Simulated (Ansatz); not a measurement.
`[F][InH][GeH3]` + HI → `[F][InH][I]` + GeH₄ at 400 K and 1 bar (cleavage of the In–Ge bond).

Calculated with Ansatz (gas phase, PBE0-D4/def2-TZVP geometries, no zero-point term in ΔE). CCSD(T)/CBS adds triple-zeta CCSD(T) − MP2 to the extrapolated MP2 energy (def2 sets, frozen cores). Elements past krypton have def2 core potentials. For Ge, I, In outer-core shells are correlated without core-valence functions, which leaves a few kJ/mol of doubt a bond. Scalar relativity is left out up to krypton.

| species | CCSD(T)/CBS energy (Eh) | H − E (kJ/mol) | S (J/(mol·K)) |
| --- | --- | --- | --- |
| `[F][InH][GeH3]` | -2368.14594 | 110.1 | 393.0 |
| HI | -298.03592 | 25.7 | 215.0 |
| `[F][InH][I]` | -587.72167 | 43.8 | 347.5 |
| GeH₄ | -2078.49493 | 93.6 | 231.8 |

H − E and S are ideal-gas, rigid-rotor, harmonic terms from PBE0-D4/def2-TZVP, for one conformer and one mirror image of each species. 1 Eh = 2625.50 kJ/mol, R = 8.31446 J/(mol·K).

**Question.** By hand: ΔE, ΔH, ΔS and ΔG.

**Answer.** ΔE = (-587.72167) + (-2078.49493) − (-2368.14594) − (-298.03592) = -0.03474 Eh = -91.2 kJ/mol. Δ(H − E) = 43.8 + 93.6 − 110.1 − 25.7 = 1.6, so ΔH = -89.6 kJ/mol. ΔS = 347.5 + 231.8 − 393.0 − 215.0 = -28.7 J/(mol·K). ΔG = -89.6 − 400 × (-28.7)/1000 = -78.1 kJ/mol.

**Question.** By hand: the equilibrium constant, and the temperature at which ΔG would vanish if ΔH and ΔS stayed fixed.

**Answer.** log₁₀ K = −ΔG/(RT ln 10) = 10.2. ΔG = 0 at ΔH/ΔS = 3122 K, far beyond where these terms or the molecules hold.

ΔH outweighs TΔS. A doubt of 5 kJ/mol in ΔE shifts log₁₀ K by 0.7 here. Other conformers and mirror images would add mixing entropy, several J/(mol·K) or more a flexible species. Modes under 60 cm⁻¹, often nearly free rotors, make the harmonic entropy too high. These are equilibria of isolated gas molecules and say nothing of rates. Largest T1 diagnostic: 0.015 (customary marks: 0.02 for closed shells, 0.045 for open ones).
